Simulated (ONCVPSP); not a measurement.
# N: one change to an ONCV potential, before and after

* Element: N
* Generator: ONCVPSP 4.0.1
* Type: optimised norm-conserving Vanderbilt (ONCV)
* Functional: PBE
* Relativity: scalar-relativistic
* Frozen core: [He]
* Valence charge: 5
* Reference configuration: 2s2 2p3
* Partial waves: 2s: rc 1.00 bohr, ncon 5, nbas 9, qcut 8 1/bohr, 2 projectors, debl 2.8 Ha; 2p: rc 1.30 bohr, ncon 4, nbas 7, qcut 5.7 1/bohr, 2 projectors, debl 1.7 Ha
* Local potential: polynomial inside 0.90 bohr (lpopt 5, dvloc0 0 Ha)
* Core correction: Teter function fitted to the true core (icmod 2), fcfact 0.45

Change: all radii but the core radius scaled by about 1.24 (s 1.24, p 1.62 bohr); local potential polynomial inside 1.12 bohr (lpopt 5, dvloc0 0 Ha).

Cutoffs: the cutoffs (Ha) at which the residual kinetic energy of the hardest occupied pseudo-wave falls to 1 and 0.1 mHa per electron; they do not see the model core or the augmentation charge, which bear on the density cutoff. Errors are all-electron minus pseudo energies relative to the spin-unpolarised reference configuration.

Task: What does the change do?

Result: The potential gets softer (73 Ha and 89 Ha → 26 Ha and 53 Ha); of the 3 tests that both files solve, the error grows in 3 and shrinks in 0 by more than 15 % and 0.3 meV (median size 170.6 → 332.0 meV); neither file shows a bound ghost. A larger radius leaves more room for a smooth pseudo-wave, so fewer plane waves are needed. More of the atom is replaced by a form fitted at one configuration, so other configurations suffer.

```tsv
quantity	base	changed
cutoff, loose	73 Ha	26 Ha
cutoff, tight	89 Ha	53 Ha
loose cutoff by channel	s 29 Ha, p 73 Ha	s 25 Ha, p 26 Ha
bound ghosts	none	none
GHOST(+) flags under 300 eV	none	none
tests with a reliable result	3 of 4	3 of 4
error for 2s2 2p2, meV [ΔE 13.59 eV]	+18	+39
error for 2s2 2p1, meV [ΔE 42.44 eV]	+171	+332
error for 2s2 2p0, meV [ΔE 89.53 eV]	+754	+1347
rms error of d²Exc/dni dnj with the model core, mHa	2.06	1.98
```
